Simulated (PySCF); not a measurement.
A GIAO shielding run with PySCF 2.14.0 with density-fitted response routines (density fitting, non-relativistic, gas phase) on `InChI=1S/C6H10O2SSi/c1-9-10-4-5-2-6(7)8-3-5/h3H,2,4,10H2,1H3`:

```
$ OMP_NUM_THREADS=1 python probes_run.py task.json out

{"job": {"kind": "nmr", "xc": "PBE0", "basis": "pcSseg-1"}, "charge": 0, "multiplicity": 1}
C      3.385488     1.263559     0.245816
S      1.814971     0.975859    -0.622213
Si     1.353713    -0.990047     0.092906
C     -0.286416    -1.514682    -0.726131
C     -1.403612    -0.636151    -0.310522
C     -2.254749    -0.804346     0.700196
O     -3.155628     0.231110     0.837774
C     -2.908592     1.154503    -0.122856
O     -3.549469     2.156791    -0.243410
C     -1.733415     0.673587    -0.957364
H      3.217698     1.241607     1.317639
H      3.734503     2.245134    -0.056372
H      4.105904     0.505049    -0.042627
H      1.213821    -0.937482     1.546428
H      2.438357    -1.888200    -0.299833
H     -0.496564    -2.540134    -0.428752
H     -0.184125    -1.491704    -1.810351
H     -2.361471    -1.602952     1.408961
H     -0.909841     1.389571    -0.914324
H     -2.025721     0.579607    -2.004661
```

Hardware: 1 thread of an Arm Neoverse V1, shared host. The job also computes population analyses, field gradients, ring-centre shieldings.

(1) How large is the calculation?

(2) How long does it take, and how much memory does it need?

## Answers

(1) 92 electrons, 234 basis functions and 1258 auxiliary functions.

(2) 75 s of wall time, with 15 SCF cycles and 5 response iterations; peak memory 1.1 GiB. Times on a shared host scatter by some tens of per cent.
